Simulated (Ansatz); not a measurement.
Compare A (`CN(C)[CH2][AlH2]`) with its isomer B (`C[CH2][AlH][CH2]N`).

Computed with Ansatz on PBE0-D4/def2-TZVP structures; ΔE is electronic, products minus reactants. CBS: MP2 limit from def2 TZ/QZ plus the TZ coupled-cluster correction, frozen cores. DFT in def2-TZVPP. Each species was taken in one conformer, which may not be the lowest.

**Question.** Which isomer does CCSD(T)/CBS put lower? Give the gap. (Best estimate.)

**Answer.** Ansatz gave: B, by 16.4 kcal/mol.

**Question.** Give E(B) − E(A) in kcal/mol with CCSD/def2-TZVPP, B2PLYP, r2SCAN-D4, BLYP-D4, PBE-D4, ωB97M-V, CCSD(T)/def2-TZVPP. (Best estimate.)

**Answer.** The calculation gave: CCSD/def2-TZVPP -15.7, B2PLYP -16.3, r2SCAN-D4 -16.4, BLYP-D4 -15.2, PBE-D4 -16.1, ωB97M-V -16.4, CCSD(T)/def2-TZVPP -15.4. None reverses the order clearly.

**Question.** Does the order hold for the free energy at 298.15 K (harmonic terms from PBE0-D4)? (An estimate is asked.)

**Answer.** Computed: Yes: G(B) − G(A) = -15.7 kcal/mol, for one conformer each.

Largest T1 diagnostic: 0.010.

The D4 term adds +1.1 kcal/mol with B3LYP and +0.5 kcal/mol with PBE0; it sums over pairs of atoms, weighted by their polarisabilities, and B3LYP, whose exchange is more repulsive, gets the larger term. Leaving LDA and LC-ωPBE aside and taking each functional with its dispersion term where it has one, the values, not all of them listed here, spread over 2.8 kcal/mol, from r2SCAN0-D4 to B97M-V. LDA lies +3.5 kcal/mol from PBE without D4.

B3LYP here is the variant with VWN-RPA as its local correlation; programs differ in this.
